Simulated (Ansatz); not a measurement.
Consider the silylene formation by 1,1-elimination: `O=C=N[SiH2]F` → `N=C=O` + `F[SiH]`.

Program: Ansatz. Geometries: PBE0-D4/def2-TZVP. ΔE: electronic, gas phase. CBS: MP2 limit from def2 TZ/QZ plus the TZ coupled-cluster correction, frozen cores. This one scheme is used for every species. Functionals use def2-TZVPP. One conformer a species, not always the lowest.

```json
{"level": "LDA (SPW92)", "ΔE (kJ/mol)": "316.4"}
{"level": "revPBE-D4", "ΔE (kJ/mol)": "285.5"}
{"level": "B97M-V", "ΔE (kJ/mol)": "302.2"}
{"level": "PBE-QIDH", "ΔE (kJ/mol)": "323.9"}
{"level": "PBE", "ΔE (kJ/mol)": "283.4"}
{"level": "BHLYP", "ΔE (kJ/mol)": "312.7"}
{"level": "LC-ωPBE", "ΔE (kJ/mol)": "317.5"}
{"level": "HF/def2-QZVPP", "ΔE (kJ/mol)": "316.8"}
```

Problem. What does CCSD(T)/CBS give? (Estimate.)

Solution. Computed: +305.7 kJ/mol. The listed levels differ from it by 10.7, -20.2, -3.5, 18.2, -22.3, 7.0, 11.8, 11.1 kJ/mol.

Largest T1 diagnostic among the species: 0.018.

At CCSD(T), def2-SVP lies −15.5 kJ/mol from the extrapolated value and def2-TZVPP −5.3 kJ/mol. Leaving LDA and LC-ωPBE aside and taking each functional with its dispersion term where it has one, the values, not all of them listed here, spread over 49.5 kJ/mol, from BLYP-D4 to r2SCAN0-D4. LDA lies +32.9 kJ/mol from PBE without D4.
